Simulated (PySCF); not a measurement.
## Cobalt: a sound run and one with changed settings

Sound run: Co⁺ [Ar] 3d8, Co²⁺ [Ar] 3d7. All numbers are calculated (PySCF 2.14, scalar relativity by spin-free X2C-1e, in cc-pVTZ-DK). In the sound run the correlated levels freeze [Ar]. The sound run starts from symmetry-adapted Hartree-Fock orbitals and uses a fine grid where one is needed.

Changed run: all electrons correlated in a basis built for the valence shell.

| species | method | sound run (hartree) | changed run (hartree) | converged |
| --- | --- | --- | --- | --- |
| Co⁺ | MP2 | -1391.85957 | -1392.26807 | yes |
| Co²⁺ | MP2 | -1391.23974 | -1391.62299 | yes |

Ionisation energy of Co⁺:

| method | sound run (eV) | changed run (eV) |
| --- | --- | --- |
| UHF | 14.185 | 14.185 |
| MP2 | 16.866 | 17.553 |
| SCS-MP2 | 16.762 | 17.247 |

A valence basis has no tight correlating functions, so it recovers only part of the core correlation, and not evenly between atom and ion.

For comparison, NIST gives 17.084 eV between the lowest levels.
